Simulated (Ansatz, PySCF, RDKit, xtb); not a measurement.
Complex: HCl (SMILES Cl) (first 2 atoms) with CHN (SMILES C#N); geometry from B3LYP-D3(BJ)/def2-TZVP, rigid monomers moved along the line of their centres of mass till H2···N4 is 2.34 Å.
(charge 0, multiplicity 1):
```xyz
5

Cl    -0.341    -1.533    -0.631
H     -0.272    -0.802     0.435
C     -0.087     1.168     3.301
N     -0.147     0.519     2.361
H     -0.030     1.773     4.179
```

Interaction energies are E(AB) − E(A) − E(B) at the monomers' geometry in the complex; basis-set methods are counterpoise corrected. Rows marked so take none. RDKit's UFF carries no charges.

Rows in 6-31G* carry no dispersion term and start afresh at each structure (6-31G* with six Cartesian d functions). MP2/6-31G* freezes PySCF's default core.

The values were computed with Ansatz (Gaussian basis) for Hartree–Fock, density functionals and correlated methods; PySCF for 6-31G* rows; RDKit for the force fields; xtb for the GFN methods. 

Task: One of these levels gives -226.2 meV for the interaction energy. Which?
A. UFF
B. GFN2-xTB
C. MP2/6-31G* (no counterpoise)
D. HF/aug-cc-pV(D+d)Z

Result: C, MP2/6-31G* (no counterpoise). The others give 77.6 (UFF), -170.5 (GFN2-xTB), -140.2 (HF/aug-cc-pV(D+d)Z)

Ansatz is a first-principles code.
